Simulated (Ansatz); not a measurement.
Consider the formal exchange of groups at the Al–Ge bond: `[Cl][AlH][GeH3]` + `C[SiH2]N` → `C[SiH](N)[AlH][Cl]` + GeH₄.

Calculated with Ansatz (gas phase, PBE0-D4/def2-TZVP geometries, no zero-point term in ΔE). CCSD(T)/CBS is the MP2 limit (def2-TZVPP, def2-QZVPP) plus CCSD(T) − MP2 in def2-TZVPP, frozen cores. For Ge outer-core shells are correlated without core-valence functions, which leaves a few kJ/mol of doubt a bond. Scalar relativity is left out up to krypton. One conformer a species, not always the lowest.

```csv
species,CCSD(T)/CBS(def2) energy (Eh)
`[Cl][AlH][GeH3]`,-2780.36873
`C[SiH2]N`,-386.08232
`C[SiH](N)[AlH][Cl]`,-1087.94280
GeH₄,-2078.49493
```

(1) Work out ΔE.

Largest T1 diagnostic among the species: 0.012.

Results:

(1) ΔE = (-1087.94280) + (-2078.49493) − (-2780.36873) − (-386.08232) = 0.01332 Eh = +0.36 eV.

The D4 term adds −0.05 eV with B3LYP and −0.03 eV with PBE0; it sums over pairs of atoms, weighted by their polarisabilities, and B3LYP, whose exchange is more repulsive, gets the larger term.

B3LYP here is the variant with VWN-RPA as its local correlation; programs differ in this.
